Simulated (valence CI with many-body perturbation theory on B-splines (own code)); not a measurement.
# E1 line list for Ba⁵¹⁺

Method: valence CI with perturbative core correlation (CI+MBPT): three valence electrons over a frozen Dirac-Fock core [He], radial functions for each j: 11 s, 11 p, 10 d, 8 f, 5 g, 2 h, with the one-electron correlation potential Σ1 (screened to all orders), the two-electron term Σ2, the three-electron term Σ3, Breit, model QED; selected single and double excitations, second order for the rest, scaled by the run's own slope (own B-spline code, finite nucleus).

The last digits are not significant, and no measured levels were compared; by estimate large intervals hold to a few tenths of a per cent, small ones and those within an open d or f shell to about a per cent.

Lines 1 to 50 of 498 in falling wavelength, among levels below 8146.1 eV, chosen from the strongest by gf and those to the six lowest levels. Wavelengths and rates use the calculated energies. Electric multipoles are in the length gauge, E1 and E2 with the static RPA response of the core. Weak lines are less certain than strong ones. Lines between different terms over intervals too small for the method are left out, as are lines whose strength nearly cancels. The highest levels of a list are the least certain.

Levels are named by their leading jj configuration (3d3/2^4 stands for four electrons in 3d with j = 3/2), which in mixed levels can hold well under half, so a name can repeat and another be missing. Letters in brackets count levels of one name in rising energy.

```
λ vac (Å)                          Upper                          Lower   A (s⁻¹)  log gf  Branch %
    930.6          (2p1/2^2 4f7/2) J=7/2          (2p1/2^2 4d5/2) J=5/2  1.01e+08   -0.98       0.0
    873.4     (2s 2p1/2 4f7/2) J=7/2 [b]     (2s 2p1/2 4d5/2) J=5/2 [b]  1.10e+08   -1.00       0.0
    773.5     (2s 2p1/2 4f7/2) J=7/2 [a]     (2s 2p1/2 4d5/2) J=5/2 [a]  1.60e+08   -0.94       0.0
    768.1         (2s 2p1/2 4f7/2) J=9/2         (2s 2p1/2 4d5/2) J=7/2  1.77e+08   -0.80       0.0
    719.1             (2s^2 4f7/2) J=7/2             (2s^2 4d5/2) J=5/2  2.15e+08   -0.87       0.0
    535.0     (2s 2p1/2 4f5/2) J=5/2 [b]     (2s 2p1/2 4d3/2) J=3/2 [b]  3.91e+08   -1.00       0.0
    511.3          (2p1/2^2 4f5/2) J=5/2          (2p1/2^2 4d3/2) J=3/2  5.67e+08   -0.87       0.0
    492.0             (2s^2 4f5/2) J=5/2             (2s^2 4d3/2) J=3/2  6.25e+08   -0.87       0.0
    485.2     (2s 2p1/2 4f5/2) J=5/2 [a]     (2s 2p1/2 4d3/2) J=3/2 [a]  6.43e+08   -0.87       0.0
    477.2         (2s 2p1/2 4f5/2) J=7/2         (2s 2p1/2 4d3/2) J=5/2  6.19e+08   -0.77       0.0
    395.4         (2s 2p1/2 4d5/2) J=7/2         (2s 2p1/2 4p3/2) J=5/2  2.04e+09   -0.42       0.0
    392.9     (2s 2p1/2 4d5/2) J=5/2 [a]     (2s 2p1/2 4p3/2) J=3/2 [a]  1.86e+09   -0.59       0.0
    388.5          (2p1/2^2 4d5/2) J=5/2          (2p1/2^2 4p3/2) J=3/2  2.21e+09   -0.52       0.0
    376.7             (2s^2 4d5/2) J=5/2             (2s^2 4p3/2) J=3/2  2.31e+09   -0.53       0.0
    373.0     (2s 2p1/2 4d5/2) J=5/2 [b]     (2s 2p1/2 4p3/2) J=3/2 [b]  2.12e+09   -0.58       0.0
    358.8         (2s 2p1/2 4d5/2) J=3/2         (2s 2p1/2 4p3/2) J=1/2  2.12e+09   -0.79       0.0
    190.5     (2s 2p1/2 4d3/2) J=3/2 [b]     (2s 2p1/2 4p1/2) J=1/2 [b]  8.10e+09   -0.75       0.0
    187.8         (2s 2p1/2 4d3/2) J=1/2     (2s 2p1/2 4p1/2) J=1/2 [b]  1.35e+10   -0.85       0.0
    181.8          (2p1/2^2 4d3/2) J=3/2          (2p1/2^2 4p1/2) J=1/2  1.78e+10   -0.45       0.0
    180.5     (2s 2p1/2 4d3/2) J=3/2 [a]     (2s 2p1/2 4p1/2) J=1/2 [a]  1.75e+10   -0.47       0.0
    180.0             (2s^2 4d3/2) J=3/2             (2s^2 4p1/2) J=1/2  1.74e+10   -0.47       0.0
    178.6         (2s 2p1/2 4d3/2) J=5/2         (2s 2p1/2 4p1/2) J=3/2  1.59e+10   -0.34       0.0
    174.9         (2s 2p1/2 4p3/2) J=1/2        (2s 2p1/2 4s) J=1/2 [b]  2.00e+10   -0.74       0.0
    172.4     (2s 2p1/2 4p3/2) J=3/2 [b]        (2s 2p1/2 4s) J=1/2 [b]  1.40e+10   -0.60       0.0
    170.1     (2s 2p1/2 4d3/2) J=3/2 [b]         (2s 2p1/2 4p1/2) J=3/2  9.44e+09   -0.79       0.0
    167.5     (2s 2p3/2 3d5/2) J=7/2 [b]     (2s 2p3/2 3p3/2) J=5/2 [b]  4.47e+09   -0.82       0.0
    167.5          (2p1/2^2 4p3/2) J=3/2             (2p1/2^2 4s) J=1/2  2.77e+10   -0.33       0.0
    167.4         (2s 2p3/2 3d5/2) J=9/2         (2s 2p3/2 3p3/2) J=7/2  6.03e+09   -0.60      31.9
    165.8      (2p1/2 2p3/2 3d5/2) J=9/2      (2p1/2 2p3/2 3p3/2) J=7/2  7.15e+09   -0.53       0.3
    165.3     (2s 2p3/2 3d5/2) J=5/2 [b]     (2s 2p3/2 3p3/2) J=3/2 [b]  4.32e+09   -0.97       0.0
    165.1          (2p3/2^2 3d5/2) J=7/2          (2p3/2^2 3p3/2) J=5/2  5.34e+09   -0.76       0.1
    165.0             (2s^2 4p3/2) J=3/2                (2s^2 4s) J=1/2  2.69e+10   -0.36       0.1
    164.5     (2s 2p1/2 4p3/2) J=3/2 [a]        (2s 2p1/2 4s) J=1/2 [a]  2.77e+10   -0.35       0.0
    164.0  (2p1/2 2p3/2 3d5/2) J=7/2 [a]  (2p1/2 2p3/2 3p3/2) J=5/2 [a]  6.68e+09   -0.67       0.0
    163.4          (2p3/2^2 3d5/2) J=9/2          (2p3/2^2 3p3/2) J=7/2  6.92e+09   -0.56       0.3
    163.3         (2s 2p1/2 3d5/2) J=7/2         (2s 2p1/2 3p3/2) J=5/2  6.71e+09   -0.67       0.0
    163.2         (2s 2p1/2 4p3/2) J=5/2            (2s 2p1/2 4s) J=3/2  2.92e+10   -0.15       0.1
    162.6  (2p1/2 2p3/2 3d5/2) J=7/2 [b]  (2p1/2 2p3/2 3p3/2) J=5/2 [b]  6.21e+09   -0.71       0.0
    161.1     (2s 2p1/2 4p3/2) J=3/2 [b]            (2s 2p1/2 4s) J=3/2  1.22e+10   -0.72       0.0
    161.1             (2s^2 3d5/2) J=5/2             (2s^2 3p3/2) J=3/2  5.43e+09   -0.90       0.0
    160.2          (2p1/2^2 3d5/2) J=5/2          (2p1/2^2 3p3/2) J=3/2  7.80e+09   -0.74       0.0
    159.8      (2p3/2^2 3d5/2) J=5/2 [b]      (2p3/2^2 3p3/2) J=3/2 [b]  7.11e+09   -0.79       0.0
    157.0     (2s 2p1/2 3d5/2) J=5/2 [a]     (2s 2p1/2 3p3/2) J=3/2 [a]  6.82e+09   -0.82       0.0
    154.8  (2p1/2 2p3/2 3d5/2) J=5/2 [b]  (2p1/2 2p3/2 3p3/2) J=3/2 [b]  5.16e+09   -0.95       0.0
    150.2  (2p1/2 2p3/2 3d5/2) J=5/2 [a]  (2p1/2 2p3/2 3p3/2) J=3/2 [a]  6.10e+09   -0.91       0.0
    148.2     (2s 2p1/2 3d5/2) J=5/2 [b]     (2s 2p1/2 3p3/2) J=3/2 [b]  7.59e+09   -0.82       0.0
    139.8     (2s 2p3/2 3d5/2) J=7/2 [a]     (2s 2p3/2 3p3/2) J=5/2 [a]  5.97e+09   -0.85       0.0
    96.22      (2p1/2 2p3/2 3p3/2) J=7/2     (2s 2p3/2 3p3/2) J=5/2 [b]  1.84e+10   -0.69       0.0
    90.70         (2s 2p1/2 3p3/2) J=5/2             (2s^2 3p3/2) J=3/2  1.43e+10   -0.98       0.1
    83.24  (2p1/2 2p3/2 3d3/2) J=5/2 [b]  (2p1/2 2p3/2 3p1/2) J=3/2 [b]  2.24e+10   -0.85       0.0
```

**Question.** How does gf follow from A for the line at 167.4 Å?

**Answer.** gf = 1.4992 × (2J+1)_upper × A / σ², with σ = 597201 cm⁻¹ and 2J+1 = 10: gf = 0.254.
